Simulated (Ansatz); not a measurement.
```yaml
crystal:
  periodic: [false, false, false]
  atoms:
    - {symbol: C, position_ang: [-0.976843, 0.226960, -2.836566]}
    - {symbol: N, position_ang: [-0.028168, 0.101458, -1.670140]}
    - {symbol: C, position_ang: [1.397383, 0.018446, -2.159354]}
    - {symbol: C, position_ang: [-0.348215, -1.151340, -0.887895]}
    - {symbol: C, position_ang: [-0.165270, 1.308824, -0.771467]}
    - {symbol: H, position_ang: [-0.836086, -0.681022, -3.469712]}
    - {symbol: H, position_ang: [-2.003865, 0.283733, -2.416312]}
    - {symbol: H, position_ang: [-0.698968, 1.159009, -3.383359]}
    - {symbol: H, position_ang: [1.598421, 0.953082, -2.732541]}
    - {symbol: H, position_ang: [2.032597, -0.071155, -1.252355]}
    - {symbol: H, position_ang: [1.462225, -0.878481, -2.818018]}
    - {symbol: H, position_ang: [-1.352370, -1.017205, -0.435355]}
    - {symbol: H, position_ang: [-0.303110, -1.997333, -1.608560]}
    - {symbol: H, position_ang: [0.420493, -1.237646, -0.095226]}
    - {symbol: H, position_ang: [-1.180340, 1.280909, -0.323856]}
    - {symbol: H, position_ang: [0.006587, 2.202832, -1.410722]}
    - {symbol: H, position_ang: [0.604347, 1.206931, 0.018845]}
    - {symbol: N, position_ang: [0.304112, 1.938160, 4.969989]}
    - {symbol: C, position_ang: [0.196635, 1.038990, 4.221823]}
    - {symbol: B, position_ang: [0.049348, -0.191242, 3.206211]}
    - {symbol: C, position_ang: [-0.001627, -1.584376, 3.994800]}
    - {symbol: N, position_ang: [-0.038963, -2.605737, 4.573928]}
    - {symbol: C, position_ang: [1.318952, -0.205193, 2.203225]}
    - {symbol: N, position_ang: [1.981973, -0.184650, 1.212600]}
    - {symbol: C, position_ang: [-1.304799, -0.019095, 2.355176]}
    - {symbol: N, position_ang: [-2.134483, 0.105174, 1.514819]}
basis:
  gaussian: {orbitals: def2-TZVP, initial_orbitals: start.molden}
total_charge: -1
magnetization: {spin_polarized: true, initial_magnetization: 1}
hamiltonian: {xc: pbe0, dispersion: d4}
scf: {omitted_lower_state_checks: [starts]}
output: {orbitals: {seedname: orbitals}}
```

The file start.molden holds the orbitals of an earlier run on this structure, at another level or in another basis.

```sh
$ ansatz run in.yaml --threads 4 --pin off --events-out ev --progress --plain --max-ram 6963MiB
```

(1) Does this run fit into the memory that it is given?

## Answers

(1) No. It has 506 basis functions, and Ansatz plans for 8 GiB where 7 GiB are given.
